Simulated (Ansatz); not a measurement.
## CH5FSSi: structure from calculated spectroscopic constants

These gas-phase data were calculated for one isomer of CH5FSSi at BLYP-D3(BJ)/def2-SVP (harmonic, unscaled wavenumbers; equilibrium rotational constants with average atomic masses):

```
rotational constants            : 7.777, 2.607, 2.26 GHz
all wavenumbers above 1500 cm⁻¹ : 3083, 3073, 2974, 2205, 2175
dipole moment                   : 1.76 D (PBE0/def2-TZVPD)
```

Candidates:

(1) `C[Si@H](F)S`, a singlet
(2) `CS[SiH2]F`, a singlet

**Question.** Which candidate do the data belong to?

**Answer.** Candidate (2). No mode falls between 2500 and 2800 cm⁻¹, where the S–H stretch of (1) would stand.

The same quantities for all candidates:

```
     rotational constants (GHz)   wavenumbers above 1500 cm⁻¹  dipole (D)  E above the lowest, BLYP-D3(BJ)/def2-SVP (kcal/mol)
(1)         5.769, 3.112, 2.263  3053, 3051, 2962, 2580, 2184        1.54                                                  0.0
(2)          7.777, 2.607, 2.26  3083, 3073, 2974, 2205, 2175        1.76                                                 14.4
```

Each candidate is one conformer. Programs: Ansatz 0.2.0.
